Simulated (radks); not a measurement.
The numbers below are computed, except where a source is named.
How relativity changes the ionisation of the aluminium ion Al+ ([Ne] 3s2) to Al2+ ([Ne] 3s1). Spin-unpolarised spherical Kohn-Sham, PBEsol, point nucleus unless stated (finite: rms radius 3.061 fm), a radial shooting solver on a logarithmic mesh with Libxc functionals. A level marked "c x" has the speed of light scaled by that factor.

| level | E(Al+) (hartree) | E(Al2+) (hartree) | IE (eV) | HOMO | <r> HOMO (bohr) |
|---|---|---|---|---|---|
| non-rel. | -241.52747 | -240.82419 | 19.137 | 3s | 2.382 |
| scalar-rel. | -241.98534 | -241.28083 | 19.171 | 3s | 2.378 |
| scalar-rel., finite nucleus | -241.98520 | -241.28069 | 19.171 | 3s | 2.378 |
| Dirac | -241.98556 | -241.28105 | 19.171 | 3s1/2 | 2.378 |
| Dirac, finite nucleus | -241.98542 | -241.28091 | 19.171 | 3s1/2 | 2.378 |
| Dirac, c x 0.85 | -242.16260 | -241.45761 | 19.184 | 3s1/2 | 2.376 |
| Dirac, c x 1.5 | -241.73056 | -241.02674 | 19.152 | 3s1/2 | 2.380 |
| Dirac, c x 10 | -241.53203 | -240.82874 | 19.138 | 3s1/2 | 2.382 |

NIST Atomic Spectra Database: 18.829 eV (measured). The relativistic part of the total energy of Al+ is -0.458 hartree (Dirac, finite nucleus), 0.19 % of the non-relativistic value. Spin polarisation and multiplet splitting of open shells are left out at every level.

Beside tabulated values, note that spin-unpolarised runs miss the spin-polarisation part of the exchange energy of open shells.
